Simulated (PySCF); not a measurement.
## Peak assignment

Molfile (atoms numbered from 1):
```
H9O2PSi3
     RDKit          3D

 15 14  0  0  0  0  0  0  0  0999 V2000
   -2.4945    0.0657    0.7290 Si  0  0  0  0  0  4  0  0  0  0  0  0
   -1.9164   -0.1598   -0.7694 O   0  0  0  0  0  0  0  0  0  0  0  0
   -0.7317   -0.3921   -1.8386 Si  0  0  0  0  0  4  0  0  0  0  0  0
    0.6772   -0.6409   -1.0777 O   0  0  0  0  0  0  0  0  0  0  0  0
    1.5952   -0.4885    0.2453 Si  0  0  0  0  0  4  0  0  0  0  0  0
    2.4172    1.5943    0.2842 P   0  0  0  0  0  0  0  0  0  0  0  0
   -3.8932    0.4144    0.4953 H   0  0  0  0  0  0  0  0  0  0  0  0
   -2.3463   -1.1910    1.4650 H   0  0  0  0  0  0  0  0  0  0  0  0
   -1.7437    1.1429    1.3739 H   0  0  0  0  0  0  0  0  0  0  0  0
   -1.0116   -1.6387   -2.5315 H   0  0  0  0  0  0  0  0  0  0  0  0
   -0.6112    0.8272   -2.6221 H   0  0  0  0  0  0  0  0  0  0  0  0
    2.5755   -1.5621    0.0702 H   0  0  0  0  0  0  0  0  0  0  0  0
    0.7899   -0.6858    1.4537 H   0  0  0  0  0  0  0  0  0  0  0  0
    3.2770    1.3540    1.3436 H   0  0  0  0  0  0  0  0  0  0  0  0
    3.4121    1.3683   -0.6541 H   0  0  0  0  0  0  0  0  0  0  0  0
  1  2  1  0
  2  3  1  0
  3  4  1  0
  4  5  1  0
  5  6  1  0
  1  7  1  0
  1  8  1  0
  1  9  1  0
  3 10  1  0
  3 11  1  0
  5 12  1  0
  5 13  1  0
  6 14  1  0
  6 15  1  0
M  END
```

PySCF 2.14 calculation with geometry: GFN2-xTB and σ from GIAO-PBE0/pcSseg-1; no solvent, non-relativistic, fast rotation and ring inversion assumed for equivalent nuclei, a single conformation.

Scale: $^{1}$H (σ = 31.72 ppm) vs TMS (reference shieldings calculated alike).

Assign these signals to the numbered atoms. $^{1}$H NMR (300 MHz, computed): δ 5.86 (m, 2H), 5.27 (s, 3H), 4.91 (s, 2H), 1.24 (m, 2H).

Results:


5.86 → H12/H13, hydrogen on a silicon bonded to O, P
5.27 → H7/H8/H9, hydrogen on a silicon bonded to O
4.91 → H10/H11, hydrogen on a silicon bonded to 2 O
1.24 → H14/H15, hydrogen on a phosphorus bonded to Si

No couplings were computed; multiplicities are counted from neighbouring protons, with m where these are inequivalent, close in shift, in a saturated or five-membered ring or joined by F or P, and br s for small geminal =CH2 splittings.
